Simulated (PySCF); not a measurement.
CaH: one state, many levels of theory

State: ²Σ⁺ (doublet), unpaired electrons σ ↑. Set-up: PySCF, no relativity, basis sets Ca def2-TZVPP, H def2-TZVPP. De refers to Ca + H in their ground configurations, without counterpoise correction. The functionals are run spin-unrestricted. A positive dipole means Ca(−)H(+).

| Level | Re (Å) | ωe (cm⁻¹) | De (eV) | μ (D) |
| --- | --- | --- | --- | --- |
| UHF | 2.054 | 1301 | 1.50 | -2.32 |
| UHF-MP2 | 2.014 | 1334 | 1.55 | n/a |
| UHF-SCS-MP2 | 2.018 | 1331 | 1.63 | n/a |
| UHF-CCSD | 2.026 | 1304 | 1.67 | n/a |
| UHF-CCSD(T) | 2.025 | 1300 | 1.64 | n/a |
| PBE | 1.986 | 1286 | 1.94 | -2.40 |
| PBEsol | 1.980 | 1291 | 2.03 | -2.41 |
| r²SCAN | 1.988 | 1310 | 2.18 | -2.57 |
| r²SCANh | 1.990 | 1312 | 2.14 | -2.57 |
| B3LYP | 1.993 | 1297 | 1.95 | -2.68 |
| PBE0 | 1.992 | 1307 | 1.91 | -2.38 |
| M06-2X | 2.023 | 1260 | 1.76 | -2.82 |
| ωB97X-V | 2.001 | 1322 | 2.00 | -2.35 |

(1) Which functional lies closest to UHF-CCSD(T) in De, which farthest, and by how much do they differ from it?

(2) What does the step from GGA to meta-GGA do here, going from PBE to r²SCAN?

(3) What does the triples do here, going from UHF-CCSD to UHF-CCSD(T)?

Correlated steps freeze 5 core orbitals. The state is the lowest determinant that a PBE0 search found; another state may lie lower at other levels.

Results:

(1) Closest is M06-2X (-0.2 pm in Re, -3.1 % in ωe, +0.12 eV in De against UHF-CCSD(T) in the same basis), farthest r²SCAN (-3.7 pm in Re, +0.8 % in ωe, +0.54 eV in De). CCSD(T) converges more slowly with the basis than the functionals do and binds too weakly in this one, so the order can change at the basis-set limit.

(2) r²SCAN less PBE: +0.2 pm in Re, +1.9 % in ωe, +0.24 eV in De. 

(3) UHF-CCSD(T) less UHF-CCSD: -0.1 pm in Re, -0.3 % in ωe, -0.03 eV in De. The bond length hardly moves.
